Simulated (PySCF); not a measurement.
C6H12O, SMILES C(/C=C\O)(C)(C)C (GFN2-xTB optimised geometry):

```
19

C     -0.662    -1.509     1.181
C     -0.170    -0.667     0.000
C     -0.672    -1.316    -1.298
C      1.367    -0.667     0.000
C     -0.634     0.773     0.000
C     -1.247     1.512     0.915
O     -1.671     1.192     2.161
H     -0.372    -2.548     1.025
H     -1.748    -1.483     1.259
H     -0.205    -1.190     2.117
H     -1.760    -1.326    -1.320
H     -0.317    -0.764    -2.165
H     -0.314    -2.341    -1.374
H      1.748    -0.119    -0.859
H      1.747    -0.192     0.902
H      1.747    -1.685    -0.043
H     -0.394     1.284    -0.922
H     -1.481     2.548     0.703
H     -1.468     0.268     2.348
```

Method: CAM-B3LYP/def2-SVP (PySCF 2.14.0).

**Question.** What are the frontier orbital energies and the dipole moment?

**Answer.** HOMO-2 -10.75 eV, HOMO-1 -10.47 eV, HOMO -7.59 eV, LUMO 2.31 eV, LUMO+1 2.58 eV; dipole moment 1.50 D.

Meta-Löwdin charges at CAM-B3LYP/def2-SVP: C1 -0.30, C2 0.08, C3 -0.28, C4 -0.28, C5 -0.21, C6 0.10, O7 -0.45, H8 0.10, H9 0.09, H10 0.09, H11 0.09, H12 0.09, H13 0.09, H14 0.09, H15 0.09, H16 0.09, H17 0.10, H18 0.11, H19 0.32.
